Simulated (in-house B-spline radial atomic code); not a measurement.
**RPA and G0W0 on Hartree-Fock: Pd³⁵⁺**

Configuration [Ne] 3s1, highest spin, mean-field start Hartree-Fock. Computed with an all-electron radial atomic-structure program (B-spline basis): all electrons, non-relativistic, point nucleus, each spin shell either full or empty, empty states to l = 9 with an (l + 1/2)⁻⁴ tail; G0W0 by contour deformation at full frequency.

Without relativity these are model numbers: it shifts the levels of so heavy an element strongly and can reorder them.

Command:
```bash
python run_gw.py task.json out
```
Settings (radii: box in bohr, nucleus in fm):
```
Z                        46
electrons                11
configuration            [Ne] 3s1
hamiltonian              nr
method                   hf
lmax                     9
spin_polarised           True
box_radius               2.72
intervals                46
ion_configuration        [He] 2s2 2p6
```

Run time, properties included: 1.3 s on 1 thread of Arm Neoverse V1, with other jobs on the host.

Energies (hartree):

| term | value |
| --- | --- |
| mean-field total | -3924.63836 |
| Hartree-Fock functional on these orbitals | -3924.63836 |
| direct second order | -0.73359 |
| second-order exchange | 0.29138 |
| SOSEX correction | 0.28142 |

What is the RPA correlation energy, and what remains with SOSEX?

RPA gives -0.71059 hartree (-1.76 eV per electron); RPA + SOSEX gives -0.42916, and the second-order doubles (MP2) -0.44221 hartree. RPA lacks exchange-type terms and so overcorrelates at short range.

Quasi-particle levels (eV):

| level | occupied | mean field | Σx - vxc | Σc | QP weight | G0W0 |
| --- | --- | --- | --- | --- | --- | --- |
| 3s up | yes | -2190.27 | 0.00 | ? | ? | ? |
| 2p down | yes | -5177.12 | 0.00 | 2.49 | 0.997 | -5174.63 |
| 2p up | yes | -5180.41 | 0.00 | 2.87 | 0.995 | -5177.54 |
| 2s down | yes | -5408.00 | 0.00 | -0.80 | 0.946 | -5408.80 |
| 3s down | no | -2118.07 | 0.00 | -4.41 | 0.987 | -2122.48 |

G0W0 = mean field + (Σx - vxc) + Σc, with Σc (partial-wave tail included) taken at the quasi-particle energy. Only the outer levels were computed.

Where does G0W0 put 3s up?

At -2193.73 eV, with Σc = -3.46 eV and a quasi-particle weight of 0.991. The tabulated removal energy is 2248.87 ± 0.07 eV (NIST, semi-empirical); the calculation leaves out relativity, Breit and QED terms, and what these don't explain is the method's own error.

What does it cost to remove one electron (to [He] 2s2 2p6) by differences of total energies, each species on its own start (correlation terms add to the Hartree-Fock functional)?

Hartree-Fock functional 2190.20 eV, + RPA 2192.51 eV, + RPA + SOSEX 2190.85 eV, + second order 2190.91 eV. Tabulated: 2248.87 ± 0.07 eV (NIST, semi-empirical); the calculation leaves out relativity, Breit and QED terms, and what these don't explain is the method's own error.
